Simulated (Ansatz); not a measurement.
Calculated with Ansatz (gas phase, PBE0-D4/def2-TZVP geometries, no zero-point term in ΔE). CBS: MP2 limit from def2 TZ/QZ plus the TZ coupled-cluster correction, frozen cores. This one scheme is used for every species. DFT in def2-TZVPP. For Zn outer-core shells are correlated without core-valence functions, which leaves a few kJ/mol of doubt a bond. Scalar relativity is left out up to krypton. One conformer a species, not always the lowest.

Consider the formal exchange of groups at the Si–B bond: `OB[SiH2][ZnH]` + `O[SiH3]` → `O[SiH2][SiH2][ZnH]` + `BO`.

`OB[SiH2][ZnH]`:

Cartesian coordinates in Å:
```
O 0.276 0.386 2.120
B -0.301 -0.381 1.165
Si 0.571 -0.540 -0.645
Zn -0.348 1.097 -2.112
H -0.234 0.433 2.934
H -1.362 -0.907 1.398
H 0.298 -1.893 -1.217
H 2.053 -0.369 -0.580
H -0.954 2.174 -3.063
```

`O[SiH3]`:

Z-matrix (Å, degrees):
```
Si
O 1 1.648
H 1 1.489 2 111.7
H 1 1.489 2 111.7 3 120.9
H 1 1.481 2 105.9 3 -119.6
H 2 0.957 1 117.9 3 -60.5
```

`O[SiH2][SiH2][ZnH]`:

Cartesian coordinates in Å:
```
O -1.777 -1.394 -0.019
Si -0.329 -1.182 0.757
Si 0.549 0.975 0.481
Zn 0.774 1.646 -1.788
H -1.773 -1.382 -0.976
H -0.615 -1.478 2.184
H 0.684 -2.164 0.264
H -0.309 1.941 1.229
H 1.887 0.978 1.151
H 0.909 2.061 -3.282
```

`BO`:

Z-matrix (Å, degrees):
```
B
O 1 1.348
H 1 1.196 2 116.8
H 1 1.202 2 120.7 3 -180.0
H 2 0.961 1 113.5 3 180.0
```

```json
{"level": "PBE-QIDH", "ΔE (kcal/mol)": "-4.1"}
{"level": "PBE0", "ΔE (kcal/mol)": "-4.2"}
{"level": "MP2/def2-SVP", "ΔE (kcal/mol)": "-2.7"}
{"level": "MP2/def2-QZVPP", "ΔE (kcal/mol)": "-3.9"}
```

**Question.** What does CCSD(T)/CBS give? (Estimate.)

**Answer.** Ansatz gave: -4.0 kcal/mol. The listed levels differ from it by -0.1, -0.2, 1.3, 0.1 kcal/mol.

**Question.** What do rigid-rotor, harmonic-oscillator terms from PBE0-D4/def2-TZVP frequencies (298.15 K, 1 bar) make of the CCSD(T)/CBS value? (An estimate is asked.)

**Answer.** Computed: ΔZPE = +0.3 kcal/mol, ΔH = -3.5 kcal/mol, ΔS = 3 J/(mol·K), ΔG = -3.7 kcal/mol. Modes under 50 cm⁻¹ make the entropy rough.

Largest T1 diagnostic among the species: 0.016.

Leaving LDA and LC-ωPBE aside and taking each functional with its dispersion term where it has one, the values, not all of them listed here, spread over 1.2 kcal/mol, from PBE0-D4 to B2PLYP. The D4 term adds −0.8 kcal/mol with B3LYP and −0.5 kcal/mol with PBE0; it sums over pairs of atoms, weighted by their polarisabilities, and B3LYP, whose exchange is more repulsive, gets the larger term. At CCSD(T), def2-SVP lies +1.6 kcal/mol from the extrapolated value and def2-TZVPP +0.4 kcal/mol.

CCSD(T)/CBS has its own doubt, a few kJ/mol and more with outer-core shells, so smaller differences from it don't rank the levels.

B3LYP here is the variant with VWN-RPA as its local correlation; programs differ in this.
